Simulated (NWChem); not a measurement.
System: Si2H5O2Cl; SMILES O[Si@H](O[SiH3])Cl

```xyz
10

O      1.7402     1.4342    -0.4153
Si     0.5368     0.6848     0.4152
Cl    -1.3103     1.4985    -0.0989
O      0.4845    -0.9131     0.0975
Si    -0.2878    -2.3684    -0.1090
H      1.7221     1.3947    -1.3822
H      0.7904     0.9539     1.8357
H     -1.2556    -2.6028     0.9932
H      0.7428    -3.4350    -0.1025
H     -1.0082    -2.3832    -1.4075
```
Atoms are numbered in this order, from 1.

Computed with NWChem. Medium grid unless said otherwise, to which SCAN and Minnesota functionals are sensitive. Coordinates come from a B3LYP/6-31G* (spherical d) optimisation.

Problem. Order these by “highest occupied level (eV)”, lowest first: PW6B95/def2-TZVP; TPSSh/def2-TZVP; LDA (Slater exchange, VWN5)/def2-TZVP; B3LYP/def2-TZVP; M06-2X/def2-TZVP.

Solution. M06-2X/def2-TZVP (-10.44), PW6B95/def2-TZVP (-9.12), B3LYP/def2-TZVP (-8.75), TPSSh/def2-TZVP (-8.24), LDA (Slater exchange, VWN5)/def2-TZVP (-7.66)
